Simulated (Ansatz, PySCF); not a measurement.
C2H7IO2Si (SMILES CO[SiH](I)OC), singlet, at a GFN2-xTB geometry (all electrons, no relativity). Base run: CASSCF(4,5)/STO-3G run with PySCF.

PySCF was given this input:
```python
from pyscf import gto, scf, mcscf
import numpy

mol = gto.Mole()
mol.atom = '''
    Si    0.092424   -1.112674    0.341109
    I    -0.084673    1.333714    0.098572
    O     1.326298   -1.670222   -0.509528
    C     2.656839   -1.280565   -0.403409
    O    -1.136287   -1.835929   -0.382808
    C    -2.489092   -1.626834   -0.138610
    H     0.181689   -1.344328    1.772893
    H     3.214771   -1.763646   -1.204933
    H     2.756135   -0.195707   -0.499276
    H     3.072175   -1.584208    0.560380
    H    -2.759455   -1.976617    0.860464
    H    -2.741729   -0.565657   -0.216367
    H    -3.056426   -2.185633   -0.882230
'''
mol.basis = 'sto-3g'
mol.charge = 0
mol.spin = 0
mol.verbose = 4
mol.build()

mf = scf.RHF(mol)
mf.kernel()
mc = mcscf.CASSCF(mf, 5, 4)
mc.fix_spin_(ss=0.0)
mc.kernel()
occ = numpy.linalg.eigvalsh(mc.fcisolver.make_rdm1(mc.ci, mc.ncas, mc.nelecas))[::-1]
ss = mc.fcisolver.spin_square(mc.ci, mc.ncas, mc.nelecas)[0]
print('natural occupations', occ.round(4), ' <S^2>', round(ss, 4))
```

Programs used: Ansatz (a first-principles code), PySCF; a row that names a program was run with it.

Each row names what was changed in the base input (with any setting that the change needs).

| change | ΔE vs base (mEh) | natural occupations | <S^2> of the state |
|---|---|---|---|
| base | 0.000 | 1.99 1.98 0.03 0.01 0.00 | 0.00 |
| state_average = 2 states | 20.575 | - | - |
| active space = 6 electrons, 4 orbitals | 18.546 | 2.00 2.00 1.98 0.02 | 0.00 |
| orbitals = fixed (CASCI); correction = SC-NEVPT2 | -181.6 | 2.00 2.00 0.00 0.00 0.00 | 0.00 |
| code = ansatz; correction = SC-NEVPT2, all electrons | -191.4 | - | - |
| active space = 2 electrons, 4 orbitals | 11.970 | 1.98 0.02 0.00 0.00 | 0.00 |
| correction = SC-NEVPT2 | -192.1 | 1.99 1.98 0.03 0.01 0.00 | 0.00 |
| orbitals = fixed (CASCI) | 27.090 | 2.00 2.00 0.00 0.00 0.00 | 0.00 |
| code = ansatz | -9.980 | - | - |
| fix_spin_ = off | 0.000 | 1.99 1.98 0.03 0.01 0.00 | 0.00 |
| solver = newton | 3.412 | 1.99 1.98 0.02 0.01 0.00 | 0.00 |

Active orbitals are taken around the Fermi level unless the row says otherwise; CASSCF can end in different local minima, and two programs can end on different orbitals. State-averaged rows give the lowest state.
